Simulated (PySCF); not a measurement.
A run that did not reach its result, on [C7H9S]+ (driver script around PySCF, density fitting, GFN2-xTB geometry as the base; each input is a line of settings and coordinates in Å).

Command:
```bash
OMP_NUM_THREADS=1 python probes_run.py task.json out
```
Input:
```
{"job": {"kind": "nmr", "xc": "BLYP", "basis": "6-311G**", "pop": false, "scf": {"diis": false, "max_cycle": 89}}, "charge": 1, "multiplicity": 1}
C      2.451011    -0.367407    -0.251466
C      1.199143     0.370295    -0.276817
S      0.860335     1.917078     0.249648
C     -0.141027    -0.041755    -0.748313
C     -0.804282     1.297548    -0.357357
C     -1.754537     0.966745     0.729304
C     -1.759449    -0.335410     0.988761
C     -0.833183    -1.126054     0.115818
H      2.412395    -1.245268    -0.894115
H      3.293002     0.269291    -0.527505
H      2.664722    -0.703965     0.768705
H     -0.169216    -0.301080    -1.807939
H     -1.181964     1.951270    -1.139246
H     -2.345315     1.719181     1.217242
H     -2.376291    -0.826749     1.719514
H     -0.125158    -1.707671     0.707494
H     -1.397185    -1.824021    -0.503637
```

Output:
```
final grid: 138552 points
cycle   1  E = -669.8932999899  dE =  1.258e+00  |g| = 5.995e-01  |ddm| = 3.595e+00
cycle   2  E = -668.6307876776  dE =  1.263e+00  |g| = 1.792e+00  |ddm| = 2.298e+00
cycle   3  E = -649.7124980798  dE =  1.892e+01  |g| = 7.261e+00  |ddm| = 2.074e+01
cycle   4  E = -549.2223820884  dE =  1.005e+02  |g| = 1.534e+01  |ddm| = 3.977e+01
cycle   5  E = -274.6436159148  dE =  2.746e+02  |g| = 2.390e+01  |ddm| = 4.996e+01
cycle   6  E = -282.5222026862  dE = -7.879e+00  |g| = 4.109e+01  |ddm| = 5.255e+01
cycle   7  E = -137.9523938731  dE =  1.446e+02  |g| = 2.688e+01  |ddm| = 5.290e+01
cycle   8  E = -280.2540931787  dE = -1.423e+02  |g| = 3.986e+01  |ddm| = 4.966e+01
cycle   9  E = -139.2351477556  dE =  1.410e+02  |g| = 2.686e+01  |ddm| = 4.997e+01
cycle  10  E = -280.2071760354  dE = -1.410e+02  |g| = 3.976e+01  |ddm| = 4.985e+01
... (69 lines left out)
cycle  80  E = -280.2007473701  dE = -1.409e+02  |g| = 3.975e+01  |ddm| = 4.988e+01
cycle  81  E = -139.2987719948  dE =  1.409e+02  |g| = 2.686e+01  |ddm| = 4.988e+01
cycle  82  E = -280.2007473701  dE = -1.409e+02  |g| = 3.975e+01  |ddm| = 4.988e+01
cycle  83  E = -139.2987719948  dE =  1.409e+02  |g| = 2.686e+01  |ddm| = 4.988e+01
cycle  84  E = -280.2007473701  dE = -1.409e+02  |g| = 3.975e+01  |ddm| = 4.988e+01
cycle  85  E = -139.2987719948  dE =  1.409e+02  |g| = 2.686e+01  |ddm| = 4.988e+01
cycle  86  E = -280.2007473701  dE = -1.409e+02  |g| = 3.975e+01  |ddm| = 4.988e+01
cycle  87  E = -139.2987719948  dE =  1.409e+02  |g| = 2.686e+01  |ddm| = 4.988e+01
cycle  88  E = -280.2007473701  dE = -1.409e+02  |g| = 3.975e+01  |ddm| = 4.988e+01
cycle  89  E = -139.2987719948  dE =  1.409e+02  |g| = 2.686e+01  |ddm| = 4.988e+01
SCF not converged, last energy = -139.2987719948
```

The run took about 10 min of CPU time (one thread, shared machine).

Q: Diagnose the run.

A: The energy swings between two values 140 Eh apart, cycle after cycle, with a gradient of 2.7e+01 at cycle 89; DIIS was off. Go back to DIIS. Its energy and orbitals aren't self-consistent and shouldn't be used.
